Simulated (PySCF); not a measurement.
Bonds (- single, = double, # triple, : aromatic): N1-Si2 1.746 Å, Si2-Si3 2.360 Å, Si2-Si4 2.342 Å, Si4-O5 1.676 Å. N1 carries H6, H7; Si2 carries H8; Si3 carries H9, H10, H11; Si4 carries H12, H13; O5 carries H14. Stereochemistry as in N[Si@@H]([SiH3])[SiH2]O. H13 is pro-R; H12 is pro-S.

Geometry: PBE0-D3(BJ)/def2-SVP; GIAO shifts from PySCF 2.14.0 with density-fitted response routines, gas phase, non-relativistic, averaged over equivalent atoms.

At WP04/pcSseg-1 (151 basis functions, 15 s wall time on 1 thread of an Arm Neoverse V1, shared host):
| atoms | δ (ppm) |
| --- | --- |
| N1 | -7.3 |
| Si4 | -24.4 |
| Si2 | -31.6 |
| Si3 | -88.6 |
| O5 | -4.3 |
| H12 | 4.59 |
| H13 | 4.41 |
| H8 | 4.36 |
| H9/H10/H11 | 2.96 |
| H14 | 0.51 |
| H6/H7 | -0.42 |

Scale: 15N (246.90 ppm) against NH3; 29Si (338.69 ppm) and 1H (31.56 ppm) vs TMS; 17O (317.54 ppm) vs H2O (reference shieldings calculated alike).

**Question.** Predict the values at BHandHLYP/pcSseg-1 on the same geometry.

**Answer.** 
```tsv
atoms	δ at BHandHLYP/pcSseg-1	change
N1	-7.4	-0.1
Si4	-24.3	+0.1
Si2	-36.4	-4.8
Si3	-100.1	-11.5
O5	-5.5	-1.2
H12	5.06	+0.47
H13	4.87	+0.46
H8	4.92	+0.56
H9/H10/H11	3.32	+0.36
H14	0.53	+0.02
H6/H7	-0.53	-0.11
```

Referencing at the same level of theory: 15N (σref 265.03) against NH3; TMS for 29Si (σref 358.43), 1H (σref 31.44); 17O (σref 334.77) against H2O.

The largest change is at Si3 (silicon bonded to Si, 3 H). Cost: 151 basis functions, 15 s wall time on 1 thread of an Arm Neoverse V1, shared host.

Experimental scales use liquid or dissolved standards, which lie at an offset from isolated NH3 (liquid NH3: subtract about 20 ppm) and H2O (liquid H2O: subtract about 36 ppm).
